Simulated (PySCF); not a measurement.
## Potential energy of TeF along the bond

Set-up: Te cc-pVTZ-PP with ECP28, F cc-pVTZ; scalar-relativistic core potentials (PySCF 2.14). Energies in eV from Te + F in their ground configurations at the same level. State: ²Π (doublet), unpaired electrons π ↑.

All columns are PBE0. A positive dipole means Te(−)F(+).

```json
{"R (Å)": "1.653", "E (eV)": "-2.075", "μ (D)": "-0.63", "Mulliken charge on Te (basis-dependent)": "0.25", "HOMO (eV)": "-5.89", "LUMO (eV)": "-3.70", "Mayer bond order": "1.10", "⟨S²⟩": "0.75"}
{"R (Å)": "1.730", "E (eV)": "-2.852", "μ (D)": "-1.07", "Mulliken charge on Te (basis-dependent)": "0.29", "HOMO (eV)": "-6.06", "LUMO (eV)": "-3.87", "Mayer bond order": "1.06", "⟨S²⟩": "0.75"}
{"R (Å)": "1.807", "E (eV)": "-3.264", "μ (D)": "-1.48", "Mulliken charge on Te (basis-dependent)": "0.32", "HOMO (eV)": "-6.23", "LUMO (eV)": "-4.04", "Mayer bond order": "1.03", "⟨S²⟩": "0.75"}
{"R (Å)": "1.864", "E (eV)": "-3.403", "μ (D)": "-1.79", "Mulliken charge on Te (basis-dependent)": "0.34", "HOMO (eV)": "-6.35", "LUMO (eV)": "-4.15", "Mayer bond order": "1.01", "⟨S²⟩": "0.75"}
{"R (Å)": "1.922", "E (eV)": "-3.437", "μ (D)": "-2.08", "Mulliken charge on Te (basis-dependent)": "0.36", "HOMO (eV)": "-6.46", "LUMO (eV)": "-4.27", "Mayer bond order": "0.99", "⟨S²⟩": "0.75"}
{"R (Å)": "1.980", "E (eV)": "-3.391", "μ (D)": "-2.36", "Mulliken charge on Te (basis-dependent)": "0.38", "HOMO (eV)": "-6.57", "LUMO (eV)": "-4.37", "Mayer bond order": "0.97", "⟨S²⟩": "0.75"}
{"R (Å)": "2.057", "E (eV)": "-3.242", "μ (D)": "-2.72", "Mulliken charge on Te (basis-dependent)": "0.40", "HOMO (eV)": "-6.71", "LUMO (eV)": "-4.51", "Mayer bond order": "0.95", "⟨S²⟩": "0.75"}
{"R (Å)": "2.153", "E (eV)": "-2.963", "μ (D)": "-3.13", "Mulliken charge on Te (basis-dependent)": "0.41", "HOMO (eV)": "-6.87", "LUMO (eV)": "-4.66", "Mayer bond order": "0.93", "⟨S²⟩": "0.75"}
{"R (Å)": "2.268", "E (eV)": "-2.554", "μ (D)": "-3.59", "Mulliken charge on Te (basis-dependent)": "0.42", "HOMO (eV)": "-7.03", "LUMO (eV)": "-4.82", "Mayer bond order": "0.91", "⟨S²⟩": "0.76"}
{"R (Å)": "2.422", "E (eV)": "-1.972", "μ (D)": "-4.09", "Mulliken charge on Te (basis-dependent)": "0.42", "HOMO (eV)": "-7.22", "LUMO (eV)": "-4.99", "Mayer bond order": "0.88", "⟨S²⟩": "0.77"}
```

A fit through these points gives, at Re = 1.915 Å, μ = -2.04 D and dμ/dR = -5.00 D/Å; the reduced mass is 16.57 u.

How strong is the fundamental in the double-harmonic approximation, I = 42.26·(dμ/dR)²/μred km/mol?

I = 42.26·(-5.00)²/16.57 = 63.8 km/mol at PBE0.

These are scalar-relativistic numbers at best; spin–orbit coupling would shift them, the dissociation energy most. The state was picked by a PBE0 search and need not be the measured ground state.
